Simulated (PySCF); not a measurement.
## Bi⁻ (bismuth, charge -1): UHF calculation

Configuration: [Xe] 4f14 5d10 6s2 6p4, high-spin 3P determinant. Computed with PySCF 2.14 in aug-cc-pVQZ-PP with one added diffuse shell each of s, p, d, f, g type with ECP60MDF (8s8p6d4f3g, 117 functions), with scalar relativity through the core potential.

```json
{"Total energy": "-213.588128 hartree", "One-electron energy": "-378.0391 hartree", "Hartree (Coulomb) energy": "180.6910 hartree", "Exchange energy": "-16.2400 hartree", "⟨S²⟩": "2.0404", "⟨L²⟩": "2.053", "Sum of ⟨r⟩": "38.57 bohr", "Sum of ⟨r²⟩": "97.62 bohr²", "Traceless quadrupole moment −½Σ⟨3z² − r²⟩ along its main axis": "-8.32 e·bohr²", "Time after the integrals": "roughly 10 core-seconds"}
```

```tsv
shell	electrons	mean orbital energy (eV)	spread (eV)	rms radius, mean of both spins (bohr)
5s α	1	-175.74	0	0.899
5s β	1	-175.54	0	0.899
5p α	3	-109.75	0.305	1.02
5p β	3	-109.62	0.076	1.02
5d α	5	-29.580	0.384	1.33
5d β	5	-29.349	0.192	1.33
6s α	1	-14.448	0	2.47
6s β	1	-10.871	0	2.47
6p α	3	-2.419	1.095	3.87
6p β	1	-0.480	0	3.87
```

Energies and moments cover only the electrons outside the core potential. Spin-orbit coupling is strong in this species (close to jj coupling), so the high-spin LS determinant is a model state, not a physical level.
